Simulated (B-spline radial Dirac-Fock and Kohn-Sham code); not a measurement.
K-shell ionisation of atomic lithium, [He] 2s1, by electron impact in the relativistic binary-encounter-Bethe (RBEB) model with Dirac-Fock orbital kinetic energies; direct ionisation only. It is a semi-empirical estimate. B and U are the binding and mean kinetic energies of the 1s orbital; B is minus the Dirac-Fock orbital energy, which lies above the true edge.

With B = 67.43 eV, U = 98.32 eV and N = 2, the model reads σ = 4πa₀²α⁴N / [(β_t² + β_u² + β_b²)·2b′] × {½[ln(β_t²/(1 − β_t²)) − β_t² − ln 2b′](1 − 1/t²) + 1 − 1/t − (ln t/(t + 1))(1 + 2t′)/(1 + t′/2)² + b′²(t − 1)/(2(1 + t′/2)²)}, where t = T/B, primes denote energies in units of mc², and β_x² = 1 − 1/(1 + x′)².

| T (eV) | overvoltage T/B | σ_K (b) |
| --- | --- | --- |
| 100 | 1.48 | 1.995e+06 |
| 150 | 2.22 | 3.803e+06 |
| 200 | 2.97 | 4.599e+06 |
| 300 | 4.45 | 5.020e+06 |
| 500 | 7.42 | 4.677e+06 |
| 1000 | 14.83 | 3.494e+06 |
| 2000 | 29.66 | 2.283e+06 |
| 3000 | 44.49 | 1.715e+06 |
| 5000 | 74.15 | 1.166e+06 |
| 10000 | 148.30 | 673600 |
| 15000 | 222.46 | 485600 |
| 20000 | 296.61 | 385000 |
| 30000 | 444.91 | 278300 |
| 50000 | 741.52 | 187200 |
| 100000 | 1483.04 | 114000 |
| 200000 | 2966.07 | 75630 |
| 300000 | 4449.11 | 62950 |
| 1e+06 | 14830.36 | 48630 |

Values without a named source are computed, but for edge energies of neutral atoms, which are taken from tables.
